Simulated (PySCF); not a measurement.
## [Tl(OH)2]+ at several levels of theory

Computed with PySCF 2.14.0 (density fitting, no spin-orbit coupling) at the geometry relaxed with PBE0:

```xyz
5
[Tl(OH)2]+ (singlet)
Tl    0.0000    0.0000    0.7118
O     1.9596    0.1476    0.9103
H     2.4253   -0.1595    0.1097
O    -1.9596   -0.1476    0.9103
H    -2.4253    0.1595    0.1097
```

| level | basis | state | HOMO (eV) | gap (eV) | charge on Tl1 (e) | dipole about the centre of mass (D) | largest force component (eV/Å) |
| --- | --- | --- | --- | --- | --- | --- | --- |
| PBE0 | Tl def2-SVP with ECP60, O def2-SVP, H def2-SVP | singlet | -15.10 | 5.83 | 1.14 | 2.94 | 0.01 |
| PBE0 | Tl def2-TZVP with ECP60, O def2-TZVP, H def2-TZVP | singlet | -15.13 | 5.97 | 1.16 | 2.82 | 0.77 |
| PBE0 | Tl x2c-SVPall, O x2c-SVPall, H x2c-SVPall | singlet | -15.06 | 5.83 | 1.15 | 2.94 | 0.67 |

Charges are Mulliken's, which hang on the basis. The relaxation used the grid (50, 194), these runs (75, 302) or, all-electron (x2c bases, spin-free X2C Hamiltonian), (99, 590).

Problem. Order these levels, in the first row's basis, by the HOMO–LUMO gap they give here, smallest first.
A. HF
B. BLYP
C. M06-L
D. TPSS

Solution. B (3.02 eV), D (3.33 eV), C (3.65 eV), A (13.60 eV).

Problem. And their other results?

Solution. 
| level | state | HOMO (eV) | gap (eV) | charge on Tl1 (e) | dipole about the centre of mass (D) | largest force component (eV/Å) |
| --- | --- | --- | --- | --- | --- | --- |
| TPSS | singlet | -13.41 | 3.33 | 1.06 | 2.77 | 0.56 |
| M06-L | singlet | -13.60 | 3.65 | 1.20 | 2.87 | 0.60 |
| HF | singlet | -19.09 | 13.60 | 1.43 | 3.34 | 1.31 |
| BLYP | singlet | -13.19 | 3.02 | 1.00 | 2.72 | 0.71 |

In the first row's basis the gap widens with exact exchange: 3.0 to 3.6 eV for BLYP, TPSS, M06-L (none); 5.8 eV for PBE0 (a fixed share); 13.6 eV for Hartree–Fock (rising or full at long range).
